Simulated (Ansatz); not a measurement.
Reaction (ligand exchange at the Si–C bond): `[SiH3]C1=CC1Cl` + `[OH][Al]([OH])[Br]` → `[OH][Al]([Br])[O][SiH3]` + `ClC1C=C1`

Computed with Ansatz on PBE0-D4/def2-TZVP structures; ΔE is electronic, products minus reactants. CBS: MP2 limit from def2 TZ/QZ plus the TZ coupled-cluster correction, frozen cores. DFT in def2-TZVPP. For Br outer-core shells are correlated without core-valence functions, which leaves a few kJ/mol of doubt a bond. Scalar relativity is left out up to krypton. One conformer a species, not always the lowest.

| level | ΔE (eV) |
| --- | --- |
| r2SCAN-D4 | -0.82 |
| PBE0 | -0.78 |
| HF/def2-TZVPP | -1.08 |
| CCSD/def2-TZVPP | -0.90 |
| CCSD(T)/def2-TZVPP | -0.86 |
| MP2/def2-QZVPP | -0.85 |
| SCS-MP2/def2-QZVPP | -0.90 |
| MP2/CBS(def2) | -0.84 |

**Question.** What does CCSD(T)/CBS give? (Best estimate.)

**Answer.** Ansatz gave: -0.86 eV. The listed levels differ from it by 0.04, 0.08, -0.22, -0.04, 0.00, 0.01, -0.04, 0.02 eV.

Largest T1 diagnostic among the species: 0.011.

In def2-TZVPP, CCSD(T) changes the Hartree–Fock value by +0.22 eV (the triples alone add +0.04 eV) and MP2 by +0.24 eV. From PBE to PBE0 (25 % exact exchange), in def2-TZVPP and without D4, ΔE moves by −0.08 eV.
